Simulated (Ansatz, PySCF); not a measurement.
Gas-phase reaction (SMILES): BC (CH5B) + [H][H] (H2) → B (BH3) + C (CH4); hydrogen cleaves one B-C bond, a model of a ligand-exchange step.

Structures are relaxed separately at B3LYP-D3(BJ)/def2-TZVP in Ansatz (a quantum-chemistry and plane-wave program). Cores are frozen in the correlated levels unless marked. No spin-orbit coupling. No relativistic terms. Basis-set limits of correlation are two-point, X^-3; Hartree-Fock from the larger set. Thermal terms are rigid-rotor harmonic-oscillator values from B3LYP-D3(BJ) frequencies (Ansatz or PySCF) at 298.15 K and 1 atm. 1 Eh = 627.5095 kcal/mol.

```
species      E, CCSD(T)/CBS(def2-TZVPPD,def2-QZVPPD) (Ansatz) (Eh)  E, PBE-D3(BJ)/def2-TZVPD (Ansatz + dftd3) (Eh)  H - E (Eh)  G - E (Eh)
-----------  -----------------------------------------------------  ----------------------------------------------  ----------  ----------
BC (CH5B)                                                -65.82640                                       -65.84904     0.06039     0.03227
[H][H] (H2)                                               -1.17452                                        -1.16598     0.01336    -0.00144
B (BH3)                                                  -26.54873                                       -26.55313     0.03008     0.00872
C (CH4)                                                  -40.45806                                       -40.46420     0.04840     0.02728
```

**Question.** Work out ΔE and ΔH, ΔG, ΔS and the equilibrium constant at 298.15 K at the first level, then ΔH at the second.

**Answer.** 
1. ΔE = [(-26.54873) + (-40.45806)] - [(-65.82640) + (-1.17452)] = -0.00587 Eh = -3.7 kcal/mol at CCSD(T)/CBS(def2-TZVPPD,def2-QZVPPD).
2. The terms H - E add up to 0.00473 Eh, so ΔH = (-0.00587 + (0.00473))×627.5095 = -0.7 kcal/mol.
3. The terms G - E add up to 0.00517 Eh, so ΔG = -0.4 kcal/mol, and ΔS = (0.00473 - (0.00517))×627509.5/298.15 = -0.9 cal/(mol K).
4. log10 K = -ΔG/(RT ln 10) = 0.3, with RT ln 10 = 1.3642 kcal/mol.
5. At PBE-D3(BJ)/def2-TZVPD the same steps give ΔE = -1.4 and ΔH = 1.5 kcal/mol, a shift of +2.2 from the first level.
6. With ΔG under 1 kcal/mol in size, these levels don't settle on which side the equilibrium lies.
7. These values are not checked against measurement here, since the tables used lack a sound gas-phase enthalpy of formation for at least one species.
